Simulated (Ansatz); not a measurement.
Molecule: sum formula Si2H4F2, net charge 0, singlet state. 
Coordinates optimised at B3LYP-D3(BJ)/def2-TZVP (Ansatz, a first-principles code):
SMILES: F[SiH2][SiH2]F
```xyz
8

F     -1.7497    -1.3887    -0.3927
Si    -1.1767     0.0620     0.0216
Si     1.1767    -0.0620    -0.0216
F      1.7497     1.3887     0.3927
H     -1.6864     0.3874     1.3731
H     -1.6940     1.0534    -0.9488
H      1.6940    -1.0534     0.9488
H      1.6864    -0.3874    -1.3731
```

Computed values are from Ansatz. Cores are frozen in the correlated levels unless marked. UHF or UKS for open shells. Spin-orbit coupling is left out. Non-relativistic. CBS(X,Y): correlation extrapolated as X^-3; Hartree-Fock from the larger set. [CCSD(T)-MP2]/basis is that difference in the basis named.

What is the T1 diagnostic at CCSD/aug-cc-pV(Q+d)Z?

0.012.

What is the vertical triplet-singlet gap at RI-MP2/CBS(aug-cc-pV(T+d)Z,aug-cc-pV(Q+d)Z)+[CCSD(T)-MP2]/aug-cc-pV(T+d)Z?

5.28 eV.

What is the atomisation energy De at CCSD(T)/CBS(aug-cc-pV(T+d)Z,aug-cc-pV(Q+d)Z)?

2714.3 kJ/mol.

What is the vertical ionisation energy (to the doublet) at RI-MP2/CBS(aug-cc-pV(T+d)Z,aug-cc-pV(Q+d)Z)+[CCSD(T)-MP2]/aug-cc-pV(T+d)Z?

11.00 eV.

What is the dipole moment at CCSD(T)/aug-cc-pV(D+d)Z?

0.00 D.
